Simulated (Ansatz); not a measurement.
Program: Ansatz. Geometries: PBE0-D4/def2-TZVP. ΔE: electronic, gas phase. CBS: MP2 limit from def2 TZ/QZ plus the TZ coupled-cluster correction, frozen cores. Functionals use def2-TZVPP. B3LYP here is the variant with VWN-RPA as its local correlation; programs differ in this. def2 core potentials past Kr. For Ge, I outer-core shells are correlated without core-valence functions, which leaves a few kJ/mol of doubt a bond. Scalar relativity is left out up to krypton. One conformer a species, not always the lowest.

`[F][GeH2][SH]` + `CC(F)I` → `[CH3][GeH]([F])[SH]` + `FCI`  (formal exchange of groups at a Ge–H bond)

`[F][GeH2][SH]`:

Z-matrix (Å, degrees):
```
Ge
S 1 2.200
F 1 1.741 2 109.3
H 1 1.532 2 112.0 3 -116.0
H 1 1.530 2 107.9 3 115.4
H 2 1.343 1 94.0 3 77.5
```

`CC(F)I`:

```xyz
8

C    -0.080    0.554    0.612
C     0.217   -0.328   -0.561
F    -0.192    0.262   -1.717
I    -0.773   -2.245   -0.378
H    -1.151    0.741    0.695
H     0.271    0.091    1.534
H     0.437    1.509    0.475
H     1.271   -0.584   -0.661
```

`[CH3][GeH]([F])[SH]`:

Z-matrix (Å, degrees):
```
C
Ge 1 1.934
H 1 1.090 2 110.1
H 1 1.090 2 109.5 3 120.1
H 1 1.091 2 109.6 3 -120.5
F 2 1.746 1 105.4 3 179.9
S 2 2.208 1 113.0 3 -61.7
H 2 1.534 1 116.8 3 62.8
H 7 1.343 2 94.0 1 -39.1
```

`FCI`:

Z-matrix (Å, degrees):
```
C
F 1 1.353
I 1 2.142 2 111.0
H 1 1.088 2 109.9 3 117.7
H 1 1.088 2 109.9 3 -117.7
```

Q: Is it downhill or uphill in electronic energy at CCSD(T)/CBS, and by how much? (Best estimate.)

A: Ansatz gave: Downhill: ΔE = -23.8 kJ/mol.

Q: What do these levels give: B97M-V, B3LYP-D4, r2SCAN0-D4, revPBE, r2SCAN, PBE0? (Estimate.)

A: Computed: B97M-V -16.8, B3LYP-D4 -22.7, r2SCAN0-D4 -22.1, revPBE -24.5, r2SCAN -21.2, PBE0 -22.2 kJ/mol.

Largest T1 diagnostic among the species: 0.012.

At CCSD(T), def2-SVP lies +15.9 kJ/mol from the extrapolated value and def2-TZVPP −0.5 kJ/mol. Leaving LDA and LC-ωPBE aside and taking each functional with its dispersion term where it has one, the values, not all of them listed here, spread over 6.7 kJ/mol, from B2PLYP to B97M-V. LDA lies +8.6 kJ/mol from PBE without D4.
